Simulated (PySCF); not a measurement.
MoF4, SMILES [F][Mo]([F])([F])[F] (connectivity only; charge and spin as stated), neutral, multiplicity 3.

The structure is a stationary point at B3LYP-D3(BJ)/def2-SVP. The geometry has at least one imaginary mode, so it is a saddle point at that level. The spin state was assumed, not searched. The def2 effective core potentials stand for the cores of Mo; spin–orbit coupling is left out.

Two levels are set side by side: PBE/def2-TZVPD (PySCF) and B3LYP/def2-TZVPD (PySCF). Same geometry, gas phase. Differences are taken from unrounded values.

```json
[
 {"quantity": "α-spin orbital gap (eV)", "B3LYP": "2.57", "PBE": "0.29", "PBE minus B3LYP": "-2.28"},
 {"quantity": "β-spin orbital gap (eV)", "B3LYP": "6.53", "PBE": "4.54", "PBE minus B3LYP": "-1.99"},
 {"quantity": "mean polarisability (bohr³)", "B3LYP": "41.5", "PBE": "44.9", "PBE minus B3LYP": "3.4"}
]
```

Loosely held outer electrons make PBE densities more polarisable. Differences between two approximate levels are no errors against the true value.

Rough cost on one machine, each run with all the roots and properties that it gave: B3LYP against PBE within a factor of 2.
